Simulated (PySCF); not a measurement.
**Unknowns**

Computational details: GFN2-xTB geometry, PBE0/pcSseg-1 with gauge-including orbitals, in PySCF 2.14.0 with density-fitted response routines (a single conformation, no solvent, non-relativistic, rapidly exchanging positions averaged).

Scale: ¹H (31.72 ppm) and ¹³C (186.93 ppm) vs TMS (reference shieldings calculated alike). Splittings of carbon signals by F and P are missing where no couplings were computed. Where no couplings were computed, multiplicities follow the n + 1 count of equivalent neighbours, and m marks all less simple cases (inequivalent or close neighbours, rings, F or P nearby). Shifts are as computed. Against solution values, carbons near 30 ppm lie about +3 ppm off and those near 130 ppm about +5 ppm. Of 1309 compounds with measured shifts, 239 miss one by over three times the rms of a fit or turn the order of signals round; such compounds aren't used in these exercises.

(1) C7H13FOSi. ¹H NMR (300 MHz, computed): δ 4.99 (m, 1H), 4.72 (m, 1H), 4.34 (m, 1H), 3.91 (m, 1H), 3.65 (m, 1H), 3.60 (m, 1H), 3.54 (m, 1H), 1.23 (d, 3H), 0.86 (m, 1H), 0.48 (m, 1H), -0.04 (m, 1H). ¹³C{¹H} NMR (computed): δ 83.8, 75.7, 75.4, 21.6, 15.9, 15.6, 10.8. Identify the compound.

(2) C5H8F2O2Si. ¹H NMR (600 MHz, computed): δ 7.94 (s, 1H), 7.23 (m, 1H), 4.63 (m, 1H), 4.44 (m, 1H), 2.27 (m, 2H), 1.83 (m, 2H). ¹³C{¹H} NMR (computed): δ 165.3 (CH), 119.3 (CH), 82.9 (C), 20.6 (CH2). Identify the compound.

Answers

(1) SMILES C[C@@H]1C[C@]12COC[C@@H](F)[SiH2]2. The formula gives 2 degrees of unsaturation (2 rings in the answer). 7 carbon signals for 7 carbons: no two carbons are equivalent. Carbon types of the structure: 1 × C, 2 × CH, 3 × CH2, 1 × CH3, leaving 2 H on heteroatoms. δC 83.8: sp3 CH bonded to F and Si; deshielded by the electronegative neighbour. δC 75.7, 75.4: sp3 CH2 bonded to O; the inductive effect lowers its shielding. δC 15.6: methyl carbon; a saturated carbon with 1 carbon neighbour and no heteroatom attached. δH 4.72, 3.65, 3.60, 3.54: hydrogen on an sp3 CH2 bonded to O; its carbon carries O, which withdraws density.

The data come from this structure; uniqueness wasn't tested.

(2) `O=COC1(C(F)F)C[SiH2]C1`. The formula gives 2 degrees of unsaturation (1 ring in the answer). 4 carbon signals for 5 carbons: some carbons are equivalent by symmetry or fast rotation. Carbon types of the structure: 1 × C, 2 × CH, 2 × CH2, leaving 2 H on heteroatoms. δC 165.3: ester carbonyl carbon; lone-pair donation from the attached heteroatom keeps it upfield of a ketone carbonyl. δC 119.3: sp3 CH bonded to 2 F; 2 electronegative neighbours deshield it. δC 82.9: fully substituted sp3 carbon bonded to O; deshielded by the electronegative neighbour. δH 7.23: hydrogen on an sp3 CH bonded to 2 F; its carbon carries F, an electronegative neighbour.

The data come from this structure; uniqueness wasn't tested.
